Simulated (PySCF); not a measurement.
Cl2H3NOSi, SMILES [Si](O)(N)(Cl)Cl. Atoms are numbered in the order given.

```xyz
8

N     -1.4783     1.1461     0.5719
Si    -0.3720    -0.0320     0.0268
O     -1.2414    -1.3876    -0.3750
Cl     0.9784    -0.3430     1.5642
Cl     0.7692     0.4698    -1.6523
H     -2.2665     1.4214    -0.0178
H     -1.1528     1.9071     1.1697
H     -0.8026    -1.9576    -1.0315
```
Charge 0, spin multiplicity 1.

Coordinates come from a PBE-D3(BJ)/def2-SVP optimisation. This is a generated structure with no PubChem entry under its InChIKey; it may be hypothetical. One conformer was computed; it need not be the lowest.

All values below come from HF/pcSseg-1 run with PySCF.

GIAO shieldings, no solvent; atoms listed in one row are averaged. δ = σ(ref) − σ: ¹⁵N against NH3 (σ = 267.3 ppm); ²⁹Si against TMS (σ = 393.8 ppm); ¹⁷O against H2O (σ = 333.0 ppm); ³⁵Cl against HCl (σ = 958.2 ppm); ¹H against TMS (σ = 31.99 ppm), references at their B3LYP-D3(BJ)/def2-TZVP geometries, non-relativistic (without spin–orbit terms, shifts of atoms bonded to Cl or Br come out too high).

| nucleus | atoms | count | δ (ppm) |
|---|---|---|---|
| ¹⁵N | N1 | 1 | 34.0 |
| ²⁹Si | Si2 | 1 | -23.0 |
| ¹⁷O | O3 | 1 | 70.2 |
| ³⁵Cl | Cl5 | 1 | 66.6 |
| ³⁵Cl | Cl4 | 1 | 45.7 |
| ¹H | H8 | 1 | 3.07 |
| ¹H | H6, H7 | 2 | 2.09 |
